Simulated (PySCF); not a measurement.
C4H2NO2S (charge -1).
SMILES with atom numbers: `[O:1]=[C:2]([O-:3])[c:4]1[cH:5][n:6][s:7][cH:8]1` (hydrogens: H9 on C5; H10 on C8)

Level: CAM-B3LYP/def2-SVPD in PySCF, non-relativistic, on one gas-phase PBE0-D3(BJ)/def2-SVP geometry that isn't relaxed in the solvent. The solvent is an IEF-PCM continuum (van der Waals radii × 1.2), and excitations are vertical TDDFT with non-equilibrium linear response and a frozen core. Only the electrostatic response of the medium enters.

Gas-phase singlets (H = HOMO, L = LUMO):

```csv
state,E (eV),λ (nm),f,leading configurations
S1,4.410,281,0.000,H-1→L 90%
S2,4.521,274,0.000,H→L 85%
S3,5.123,242,0.010,H-2→L 96%
S4,5.465,227,0.128,H-3→L 90%
S5,5.594,222,0.000,"H-1→L+5 56%, H-1→L+4 14%"
```

Problem. How does the list change in chloroform (ε = 4.711)?

Solution. 
```tsv
state	E (eV)	λ (nm)	f	leading configurations	change by rank (eV)
S1	5.022	247	0.000	H→L 75%, H-1→L 10%	+0.612
S2	5.197	239	0.001	H-1→L 64%, H-1→L+4 19%	+0.676
S3	5.468	227	0.203	H-3→L 74%, H-2→L 19%	+0.345
S4	5.886	211	0.003	H-5→L 39%, H→L+4 36%	+0.421
S5	5.929	209	0.025	H-2→L 64%, H-3→L 19%	+0.335
```

Problem. Give the list for tetrahydrofuran (ε = 7.426), n² = 1.97.

Solution. 
```tsv
state	E (eV)	λ (nm)	f	leading configurations	change by rank (eV)
S1	5.101	243	0.000	H→L 79%, H→L+3 10%	+0.691
S2	5.282	235	0.001	H-1→L 66%, H-1→L+3 22%	+0.761
S3	5.480	226	0.200	H-2→L 86%	+0.357
S4	5.913	210	0.003	H-5→L 42%, H→L+3 38%	+0.448
S5	6.009	206	0.024	H-3→L 66%, H-4→L 23%	+0.415
```

Problem. How do the frontier levels move from gas to tetrahydrofuran?

Solution. 
| orbital | gas (eV) | solvent (eV) | change (eV) | Löwdin shares, gas | Löwdin shares, solvent |
| --- | --- | --- | --- | --- | --- |
| LUMO+2 | 4.22 | 1.78 | -2.44 | S7 90 %, C8 4 % | S7 39 %, C2 14 %, C5 12 %, C8 8 % |
| LUMO+1 | 4.00 | 1.54 | -2.46 | S7 83 %, N6 5 %, H10 5 % | S7 78 %, N6 9 %, C8 6 % |
| LUMO | 3.67 | 0.49 | -3.18 | C8 24 %, S7 22 %, N6 20 %, C5 13 % | C8 26 %, S7 22 %, N6 18 %, C4 12 % |
| HOMO | -3.75 | -7.89 | -4.14 | O3 46 %, O1 42 %, C2 6 % | O3 37 %, O1 29 %, C4 14 %, C2 13 % |
| HOMO-1 | -3.83 | -7.92 | -4.09 | O1 37 %, O3 32 %, C4 13 %, C2 12 % | O1 47 %, O3 40 %, C2 6 % |
| HOMO-2 | -4.03 | -8.15 | -4.12 | O1 43 %, O3 43 %, C2 13 % | S7 34 %, C4 21 %, C5 12 %, O3 12 % |
| HOMO-3 | -4.87 | -8.25 | -3.38 | S7 29 %, C4 24 %, C8 14 %, C5 11 % | O1 46 %, O3 31 %, C2 12 % |

The HOMO–LUMO gap goes from 7.42 to 8.39 eV. Rows go by rank; for HOMO-3, HOMO-2, HOMO-1, HOMO, LUMO+1 and LUMO+2 the atom shares or the degeneracy differ between the runs, so the row needn't follow one orbital.

The run took 30 s on Arm Neoverse V1, one thread, on a shared host, and the process peaked at 0.91 GiB of memory. This is the whole response run at CAM-B3LYP/def2-SVPD in tetrahydrofuran, SCF included.

The values belong to the conformer `[O:1]=[C:2]([O-:3])[c:4]1[cH:5][n:6][s:7][cH:8]1`: O1–C2–C4–C5 179°.
